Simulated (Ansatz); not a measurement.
Reaction (substitution at a C–Si bond): `CC(C)[Si]N` + `[NH2][Al]([F])[F]` → `CC(C)[NH][Al]([F])[F]` + `N[SiH]`

Isolated molecules relaxed with PBE0-D4/def2-TZVP in Ansatz; ΔE leaves out vibrations. CCSD(T)/CBS adds triple-zeta CCSD(T) − MP2 to the extrapolated MP2 energy (def2 sets, frozen cores). This one scheme is used for every species. DFT in def2-TZVPP. B3LYP here is the variant with VWN-RPA as its local correlation; programs differ in this. Each species was taken in one conformer, which may not be the lowest.

```
             level  ΔE (kcal/mol)  difference from CCSD(T)/CBS
            PBE-D4           12.4                         -0.3
         r2SCAN-D4           12.4                         -0.3
           PBE0-D4           12.4                         -0.3
          B3LYP-D4           11.7                         -1.0
           ωB97X-V           11.0                         -1.7
           ωB97M-V           12.0                         -0.7
            B2PLYP           11.8                         -0.9
               PBE           12.2                         -0.5
            r2SCAN           12.4                         -0.3
              PBE0           12.2                         -0.5
             B3LYP           11.3                         -1.4
     HF/def2-TZVPP            9.3                         -3.4
    MP2/def2-TZVPP           13.2                          0.5
SCS-MP2/def2-TZVPP           11.7                         -1.0
   CCSD/def2-TZVPP           11.1                         -1.6
CCSD(T)/def2-TZVPP           11.5                         -1.2
     HF/def2-QZVPP            9.5                         -3.2
    MP2/def2-QZVPP           13.9                          1.2
SCS-MP2/def2-QZVPP           12.4                         -0.3
      HF/CBS(def2)            9.6                         -3.1
     MP2/CBS(def2)           14.3                          1.6
    CCSD/CBS(def2)           12.3                         -0.4
       CCSD(T)/CBS           12.7                            0
```

Largest T1 diagnostic among the species: 0.015.

In def2-TZVPP, CCSD(T) changes the Hartree–Fock value by +2.2 kcal/mol (the triples alone add +0.4 kcal/mol) and MP2 by +3.9 kcal/mol.
